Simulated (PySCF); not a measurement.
**Shieldings and the share of exact exchange**

Molecule: `FB(F)C=S`, CHBF2S.

Mapped SMILES: `[F:1][B:2]([F:3])[CH:4]=[S:5]`. Each H is labelled by its parent atom.

GIAO shieldings (ppm, equivalent atoms averaged) in PySCF on the PBE0-D3(BJ)/def2-SVP geometry, basis pcSseg-2, gas phase, non-relativistic:

```tsv
functional	exact exchange (%)	σ(F1/F3)	σ(B2)	σ(C4)	σ(S5)
BLYP	0	267.6	93.4	-142.4	-1698.4
BP86	0	267.8	95.7	-139.2	-1673.7
PBE	0	266.8	95.5	-141.1	-1686.8
B3LYP	20	280.5	95.9	-139.3	-1679.8
PBE0	25	282.7	98.3	-136.1	-1643.9
BHandHLYP	50	297.4	99.9	-132.4	-1611.6
HF	100	321.6	107.2	-116.5	-1402.4
```

Task: Fit each shielding as a line in the percentage of exact exchange.

Result: σ(F1/F3) = 268.2 + 0.55 x (rms 1.2 ppm); σ(B2) = 94.6 + 0.12 x (rms 0.9 ppm); σ(C4) = -141.9 + 0.24 x (rms 1.7 ppm); σ(S5) = -1703.7 + 2.71 x (rms 26.7 ppm). The functionals also differ in their semilocal parts, which the line can't hold; Hartree–Fock has no correlation at all.

Task: What does the line predict for mPW1PW91 (25 %), and what does the run give?

Result: σ(F1/F3): 281.9 predicted, 283.7 computed; σ(B2): 97.6 predicted, 98.3 computed; σ(C4): -135.9 predicted, -136.1 computed; σ(S5): -1636.0 predicted, -1649.6 computed ppm.
